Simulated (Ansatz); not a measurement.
The same ligand exchange along the group Si, Ge, Sn.

Calculated with Ansatz (gas phase, PBE0-D4/def2-TZVP geometries, no zero-point term in ΔE). CBS: MP2 limit from def2 TZ/QZ plus the TZ coupled-cluster correction, frozen cores. Small cases extrapolate CCSD(T) itself. Elements past krypton have def2 core potentials. For Ge, Sn outer-core shells are correlated without core-valence functions, which leaves a few kJ/mol of doubt a bond. Scalar relativity is left out up to krypton. Each species was taken in one conformer, which may not be the lowest.

**Question.** Order these by ΔE at CCSD(T)/CBS, lowest first. (Best estimate.)
A. `[F][Ge][F]` + H₂S → `[F][Ge][SH]` + H–F
B. `F[Si]F` + H₂S → `F[Si]S` + H–F
C. `[F][Sn][F]` + H₂S → `[F][Sn][SH]` + H–F

**Answer.** C (+2.0 kcal/mol), A (+5.6 kcal/mol), B (+21.3 kcal/mol).

Largest T1 diagnostic: 0.017, for `[F][Sn][F]`.

Extrapolated directly: `F[Si]F` + H₂S → `F[Si]S` + H–F.
